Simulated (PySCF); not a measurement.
PySCF 2.14 output of an unrestricted M06-2X calculation on a single atom or ion in aug-cc-pVDZ-DK, with the spin-free X2C one-electron Hamiltonian (Gaussian nucleus):

```
SCF conv_tol = 1e-09
number electrons alpha = 14  beta = 12
    Y. Zhao and D. G. Truhlar.,  Theor. Chem. Acc. 120, 215 (2008)
    Y. Zhao and D. G. Truhlar.,  Theor. Chem. Acc. 120, 215 (2008)
cycle= 1 E= -1652.41135207623  delta_E= -0.00311  |g|= 0.0147  |ddm|= 0.11
cycle= 2 E= -1652.41136689668  delta_E= -1.48e-05  |g|= 0.0117  |ddm|= 0.0196
cycle= 3 E= -1652.41138682531  delta_E= -1.99e-05  |g|= 0.00107  |ddm|= 0.0101
cycle= 4 E= -1652.41138701837  delta_E= -1.93e-07  |g|= 5.07e-05  |ddm|= 0.000735
cycle= 5 E= -1652.41138701937  delta_E= -1e-09  |g|= 3.93e-06  |ddm|= 6.55e-05
converged SCF energy = -1652.41138701937  <S^2> = 2.0014098  2S+1 = 3.0009397
```

The run itself started from symmetry-adapted Hartree-Fock orbitals and held the occupation by maximum overlap, on a logarithmic radial grid, so the iterations belong to that start.

Task: Which element, charge and spin multiplicity is this?

Result: Cu³⁺ (copper, charge +3), multiplicity 3; the state was [Ar] 3d8, high-spin 3F determinant.
